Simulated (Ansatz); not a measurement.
Program: Ansatz. Geometries: PBE0-D4/def2-TZVP. ΔE: electronic, gas phase. CBS: MP2 limit from def2 TZ/QZ plus the TZ coupled-cluster correction, frozen cores. This one scheme is used for every species. DFT in def2-TZVPP. One conformer a species, not always the lowest.

Consider the hydrogenolysis of the Si–S bond: `CS[SiH]1CC1` + H₂ → `C1C[SiH2]1` + CH₃SH.

CCSD(T)/CBS gives +40.0 kJ/mol.

(1) Another level gave +38.4 kJ/mol. Which?
A. PBE-QIDH/def2-TZVPP
B. BLYP-D4/def2-TZVPP
C. revPBE-D4/def2-TZVPP
D. LC-ωPBE/def2-TZVPP

Largest T1 diagnostic among the species: 0.011.

Answers

(1) A. PBE-QIDH 38.4, revPBE-D4 50.4, LC-ωPBE 29.8, BLYP-D4 42.5 kJ/mol.

From BLYP to BHLYP (50 % exact exchange), in def2-TZVPP and without D4, ΔE moves by −4.3 kJ/mol. In def2-TZVPP, CCSD(T) changes the Hartree–Fock value by +25.3 kJ/mol (the triples alone add +6.7 kJ/mol) and MP2 by +36.2 kJ/mol.
